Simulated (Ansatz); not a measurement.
C₂H₆BFSe (`CC[Se]BF`) at its PBE0-D4/def2-TZVP geometry, where that method's forces vanish. The species carries charge 0 and has multiplicity 1.

```xyz
11

C    -1.0266    0.5941   -0.9033
C    -0.2927    0.8699    0.3899
Se   -0.1190   -0.7219    1.5291
B     1.3913   -1.5619    0.6950
F     2.0006   -1.0076   -0.3450
H    -1.1379    1.5195   -1.4765
H    -2.0231    0.1892   -0.7174
H    -0.4806   -0.1207   -1.5208
H    -0.8213    1.5954    1.0090
H     0.7147    1.2448    0.2144
H     1.7947   -2.6009    1.1257
```

(1) What forces (eV/Å) does r2SCAN-D4/def2-TZVPP give on these atoms in Ansatz 0.2.0? (Best estimate.)

Results:

(1) The calculation gave: 
```
C1  -0.064 -0.039 -0.110
C2   0.047  0.209 -0.024
Se3 -0.034 -0.136  0.149
B4  -0.014 -0.140  0.121
F5   0.060  0.093 -0.133
H6   0.004 -0.009  0.009
H7   0.017  0.009 -0.006
H8  -0.009  0.009  0.011
H9   0.006 -0.013 -0.006
H10 -0.005 -0.008  0.001
H11 -0.008  0.025 -0.012
```
